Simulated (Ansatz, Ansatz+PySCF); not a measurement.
```yaml
atoms:
  - { symbol: V, position_ang: [0.0000, 0.0000, 0.0000] }
  - { symbol: H, position_ang: [0.0000, 0.0000, 1.7992] }
```

Basis set: def2-SVP (spherical functions). Correlated methods keep 5 orbitals frozen. Correlation on ROHF uses semicanonical orbitals with singles. Charge 0, multiplicity 5.

Computed with Ansatz (development build ahead of 0.2.0); each method stands on the lowest determinant of its kind that the runs found. Restricted functionals stand beside restricted open-shell atoms, which can lie above the unrestricted atoms usual in DFT and then raise those values.

The atomization energy at this shape (free ground-state atoms in the same class of orbitals less the molecule, no zero-point energy) of quintet VH:

```csv
method,atomization energy
r²SCAN (unrestricted),3.05 eV
r²SCAN (restricted open-shell),3.08 eV
PBE0 (unrestricted),2.78 eV
PBE0 (restricted open-shell),2.75 eV
PBE (unrestricted),2.99 eV
PBE (restricted open-shell),3.07 eV
ROHF-MP2,1.91 eV
UHF,1.69 eV
```

Task: What does ωB97X (unrestricted) give?

Result: 2.35 eV. Caution for r²SCAN (unrestricted), PBE (unrestricted): a free atom is spin contaminated.
